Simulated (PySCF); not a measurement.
Te(GeH3)(OSiH3) (GeH6OSiTe), SMILES [SiH3]O[Te][GeH3].

Geometry: PBE-D3(BJ)/def2-SVP. The def2 effective core potentials stand for the cores of Te; spin–orbit coupling is left out. One conformer was computed; it need not be the lowest.

These are PySCF with PBE-D3(BJ)/def2-SVP values and carry that method's errors.

Frequencies are harmonic and unscaled.

| mode | ν (cm⁻¹) | IR (km/mol) | moving atoms (share of kinetic energy) |
|---|---|---|---|
| 1 | 50 | 0.2 | Si 40 %, Ge 22 %, H 19 %, Te 12 % |
| 2 | 71 | 0.3 | H 77 %, O 13 % |
| 3 | 83 | 0.6 | H 65 %, O 21 % |
| 4 | 138 | 0.5 | Si 45 %, O 24 %, H 16 %, Te 14 % |
| 5 | 153 | 2.6 | H 58 %, O 36 % |
| 6 | 225 | 1.3 | Ge 59 %, Te 38 % |
| 7 | 460 | 1.5 | H 83 % |
| 8 | 470 | 20.0 | O 57 %, H 23 %, Si 11 %, Te 9 % |
| 9 | 482 | 4.2 | H 95 % |
| 10 | 682 | 23.1 | H 84 %, Si 9 % |
| 11 | 691 | 43.9 | H 77 %, O 13 %, Si 10 % |
| 12 | 752 | 299.8 | H 94 % |
| 13 | 827 | 24.0 | H 98 % |
| 14 | 845 | 37.7 | H 77 %, O 16 % |
| 15 | 855 | 187.7 | O 54 %, H 27 %, Si 19 % |
| 16 | 897 | 62.9 | H 96 % |
| 17 | 910 | 111.7 | H 95 % |
| 18 | 949 | 238.7 | H 92 % |
| 19 | 2068 | 68.6 | H 100 % |
| 20 | 2092 | 80.1 | H 98 % |
| 21 | 2093 | 74.0 | H 98 % |
| 22 | 2145 | 78.1 | H 97 % |
| 23 | 2150 | 125.7 | H 96 % |
| 24 | 2178 | 124.0 | H 96 % |
